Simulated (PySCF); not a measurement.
Electron correlation in Ru²⁺ (ruthenium, charge +2)

[Kr] 4d5 5s1, 5s spin antiparallel (an excited configuration). Computed with PySCF 2.14 in aug-cc-pwCVDZ-PP with ECP28MDF, with scalar relativity through the core potential. Frozen: 4s2 4p6; 6 electrons correlated.

MP2 pair energies summed by pair of shells (mhartree):

```tsv
pair	energy	share (%)
4d-4d	-59.49	66.7
4d-5s	-29.68	33.3
```

Total MP2 correlation energy: -89.17 mhartree.

Same-spin part -59.49 and opposite-spin part -29.68 mhartree; SCS-MP2 scales them by 1/3 and 6/5 to -55.44 mhartree.
